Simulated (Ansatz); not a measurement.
Species: C3H2, charge 0, multiplicity 1. 
Geometry from a B3LYP-D3(BJ)/def2-TZVP (Ansatz, a quantum-chemistry and plane-wave program) optimisation:
```xyz
5

C     -0.0184    -0.0120    -1.1190
C      0.0033     0.0022     0.2011
H      0.8505     0.2726    -1.7068
H     -0.9061    -0.3089    -1.6717
C      0.0244     0.0159     1.4810
```

Quantity: vertical electron affinity (to the doublet state of charge -1; a negative value means that the extra electron is unbound and the number depends on the basis; each state is the SCF solution reached for its spin; the UHF <S^2> is 0.90 for the doublet (pure: 0.75); for the singlet the Hartree-Fock reference is unstable and T1 is 0.018), in eV. Cores are frozen in the correlated levels unless marked. UHF or UKS for open shells. No spin-orbit coupling. Non-relativistic. Anions need diffuse functions: aug- sets have them; def2-D sets add few. CBS marks a two-point X^-3 extrapolation of the correlation energy; Hartree-Fock from the larger set. [CCSD(T)-MP2]/basis is that difference in the basis named.

| level | program | vertical electron affinity (eV) |
|---|---|---|
| PBE/def2-TZVPD | Ansatz | (withheld) |
| r2SCAN/def2-TZVPD | Ansatz | (withheld) |
| wB97X/def2-TZVPD | Ansatz | 1.82 |
| B2PLYP/def2-TZVPD | Ansatz | 1.68 |
| RI-MP2/CBS(aug-cc-pVTZ,aug-cc-pVQZ)+[CCSD(T)-MP2]/aug-cc-pVTZ | Ansatz | 1.68 |

Task: Complete the blanks.

Result: 
- PBE/def2-TZVPD, vertical electron affinity (eV): 1.79
- r2SCAN/def2-TZVPD, vertical electron affinity (eV): 1.93
